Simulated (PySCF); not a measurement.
Al(Me)(OSiH3) (CH6AlOSi), SMILES [CH3][Al+][O][SiH3], charge +1.

Geometry: PBE0-D3(BJ)/def2-SVP. The spin state was assumed, not searched. The isomer is the one that the SMILES or the coordinates give; other isomers of the formula were not compared. One conformer was computed; it need not be the lowest.

Two levels are set side by side: PBE/def2-TZVP (PySCF) and B3LYP/def2-TZVP (PySCF). Same geometry, gas phase. Differences are taken from unrounded values.

```csv
quantity,B3LYP,PBE,PBE minus B3LYP
orbital gap (eV),5.73,4.01,-1.72
highest occupied level (eV),-13.07,-11.92,1.14
lowest empty level (eV),-7.34,-7.92,-0.58
mean polarisability (bohr³),60.1,63.2,3.1
```

Without exact exchange PBE keeps part of each electron's self-repulsion, which lifts occupied levels and narrows the gap. Loosely held outer electrons make PBE densities more polarisable. Differences between two approximate levels are no errors against the true value.

Rough cost on one machine, each run with all the roots and properties that it gave: B3LYP against PBE within a factor of 2.
